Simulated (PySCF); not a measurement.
The same groups moved round the core (benzothiophene cyano+boryl). All species are isolated molecules in the gas phase. One relaxed conformer stands for each flexible species; it need not be the lowest. Strings in code marks are SMILES.

Quantity: electronic energy of isomers of C9H6BNS relative to `Bc1cc2c(C#N)cccc2s1`, in eV.

Level 1: r2SCAN-D4/def2-TZVP // r2SCAN-D4/def2-SVP (PySCF)
Level 2: B3LYP/3-21G // r2SCAN-D4/def2-SVP (PySCF)
Level 3: BP86/6-31G* // r2SCAN-D4/def2-SVP (PySCF)
Level 4: PBE/6-31G* // r2SCAN-D4/def2-SVP (PySCF)

| species | level 1 | level 2 | level 3 | level 4 |
|---|---|---|---|---|
| `Bc1c(C#N)ccc2ccsc12` | 0.252 | 0.307 | 0.257 | 0.251 |
| `Bc1cc(C#N)c2sccc2c1` | 0.240 | 0.274 | 0.233 | 0.231 |
| `Bc1cc2sccc2cc1C#N` | 0.228 | 0.269 | 0.221 | 0.219 |
| `Bc1cc(C#N)c2ccsc2c1` | 0.173 | 0.213 | 0.165 | 0.164 |
| `Bc1c(C#N)ccc2sccc12` | 0.277 | 0.321 | 0.276 | 0.269 |
| `Bc1cc2ccc(C#N)cc2s1` | 0.022 | 0.011 | 0.008 | 0.012 |
| `Bc1cc(C#N)cc2sccc12` | 0.230 | 0.261 | 0.213 | 0.212 |
| `Bc1ccc(C#N)c2ccsc12` | 0.203 | 0.259 | 0.206 | 0.200 |
| `Bc1cc2ccsc2cc1C#N` | 0.247 | 0.287 | 0.241 | 0.239 |
| `Bc1cc2cccc(C#N)c2s1` | 0.039 | 0.032 | 0.035 | 0.035 |
| `Bc1c(C#N)sc2ccccc12` | 0.184 | 0.160 | 0.174 | 0.167 |
| `Bc1cc(C#N)cc2ccsc12` | 0.217 | 0.257 | 0.209 | 0.207 |
